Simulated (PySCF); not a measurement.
Constitutional and geometric isomers with formula C4H8Si. Isolated molecules, 0 K electronic values unless said otherwise. One relaxed conformer stands for each flexible species; it need not be the lowest. Strings in code marks are SMILES.

The four lowest singlet excitations (Tamm–Dancoff). Level of theory: B3LYP-D3(BJ)/def2-TZVP (PySCF). B3LYP has the VWN-RPA correlation part, as in Gaussian. Excitations are Tamm–Dancoff values on a coarser integration grid. The basis has no diffuse functions, so Rydberg states are missing or too high.

```json
[
 {"state": "S1", "energy (eV)": "5.13", "wavelength (nm)": "242", "oscillator strength": "0.487"},
 {"state": "S2", "energy (eV)": "5.42", "wavelength (nm)": "229", "oscillator strength": "0.013"},
 {"state": "S3", "energy (eV)": "5.68", "wavelength (nm)": "218", "oscillator strength": "0.000"},
 {"state": "S4", "energy (eV)": "5.96", "wavelength (nm)": "208", "oscillator strength": "0.009"}
]
```

Problem. Which member gives these states?
A. `C=C=CC[SiH3]`
B. `C=C=[Si](C)C`
C. `C[C@@H]1CC1=[SiH2]`
D. `C=CC[SiH]=C` (C–C–C–Si torsion -104°, C–C–Si–C torsion -114°)

Solution. C, `C[C@@H]1CC1=[SiH2]`
